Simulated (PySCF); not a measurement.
A structure optimised at PBE-D3(BJ)/def2-SVP, used in a PySCF frequency run:

```
W
N 1 1.9297
H 2 1.0261 1 123.90
H 2 1.0261 3 111.54 1 171.02
S 1 2.1487 2 107.44 3 25.53
S 1 2.1487 2 107.44 3 144.39
Cl 1 2.2934 2 111.15 3 -95.04
```

Question: Write its SMILES, formula and point group.

Answer: [NH2][W](=[S])(=[S])[Cl], ClH2NS2W, Cs

Question: What are its rotational constants (standard atomic weights)?

Answer: 1.6357, 1.4763, 1.1599 GHz
